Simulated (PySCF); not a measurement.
**Spin-rotation constants: `COc1nn[nH]c1C`, C₄H₇N₃O**

Molfile (atoms numbered from 1):
```
C4H7N3O
     RDKit          3D

 15 15  0  0  0  0  0  0  0  0999 V2000
   -2.6118    0.1957    0.0936 C   0  0  0  0  0  0  0  0  0  0  0  0
   -1.2877    0.6521    0.2922 O   0  0  0  0  0  0  0  0  0  0  0  0
   -0.3386   -0.2185   -0.0951 C   0  0  0  0  0  0  0  0  0  0  0  0
   -0.5807   -1.4304   -0.6294 N   0  0  0  0  0  0  0  0  0  0  0  0
    0.5373   -2.0088   -0.8841 N   0  0  0  0  0  0  0  0  0  0  0  0
    1.5210   -1.1944   -0.5274 N   0  0  0  0  0  0  0  0  0  0  0  0
    1.0362   -0.0335   -0.0145 C   0  0  0  0  0  0  0  0  0  0  0  0
    1.8661    1.0934    0.4692 C   0  0  0  0  0  0  0  0  0  0  0  0
   -3.2597    0.9974    0.4413 H   0  0  0  0  0  0  0  0  0  0  0  0
   -2.7955   -0.7179    0.6642 H   0  0  0  0  0  0  0  0  0  0  0  0
   -2.7939   -0.0106   -0.9638 H   0  0  0  0  0  0  0  0  0  0  0  0
    2.4852   -1.4653   -0.6420 H   0  0  0  0  0  0  0  0  0  0  0  0
    2.7160    0.7274    1.0430 H   0  0  0  0  0  0  0  0  0  0  0  0
    1.2586    1.7380    1.0980 H   0  0  0  0  0  0  0  0  0  0  0  0
    2.2430    1.6835   -0.3669 H   0  0  0  0  0  0  0  0  0  0  0  0
  1  2  1  0
  2  3  1  0
  3  4  1  0
  4  5  2  0
  5  6  1  0
  6  7  1  0
  7  8  1  0
  7  3  2  0
  1  9  1  0
  1 10  1  0
  1 11  1  0
  6 12  1  0
  8 13  1  0
  8 14  1  0
  8 15  1  0
M  END
```

Computed with PySCF, GIAO B3LYP/pcSseg-1 magnetisability, rotational g tensor and spin-rotation constants, non-relativistic, gas phase. Geometry: GFN2-xTB.

Question: Give the nuclear spin-rotation constants along the inertial axes (H = +C I·J) beside the isotropic shieldings.

Answer: Rotational constants 3.4699, 1.9416, 1.2647 GHz. A star marks the isotopologue with that one atom substituted, in its own axes.
```
atom  isotope  Caa (kHz)  Cbb (kHz)  Ccc (kHz)  mean (kHz)  σ (ppm)
  N4      14N      0.898      0.457      0.076       0.477    -93.7
  N5      14N      1.064      0.404      0.096       0.521   -121.6
  N6      14N      0.729      0.226      0.117       0.357      7.3
  H9       1H     -0.038     -0.070     -0.129      -0.079     27.7
 H10       1H     -0.302     -0.111      0.004      -0.136     27.4
 H11       1H     -0.301     -0.110      0.003      -0.136     27.4
 H12       1H      0.492     -0.215     -0.139       0.046     21.4
 H13       1H     -0.084     -0.205     -0.075      -0.121     29.6
 H14       1H     -0.165     -0.068     -0.124      -0.119     29.2
 H15       1H     -0.328     -0.182      0.003      -0.169     29.5
  C1     13C*      0.625      0.417      0.291       0.445    122.8
  O2     17O*     -0.508     -0.243     -0.074      -0.275    261.9
  C3     13C*      1.565      0.808      0.324       0.899     16.1
  C7     13C*      1.242      0.780      0.196       0.740     61.5
  C8     13C*      0.495      0.260      0.154       0.303    173.5
```
For the geometry as given, no vibrational averaging.

Question: How do the rotational constants and the g tensor change when H9, H10, H11, H12, H13, H14, H15 are replaced by deuterium?

Answer: Constants 3.0562, 1.6402, 1.0966 GHz; g -0.0571, -0.0121, 0.0071, against -0.0651, -0.0139, 0.0083 before.
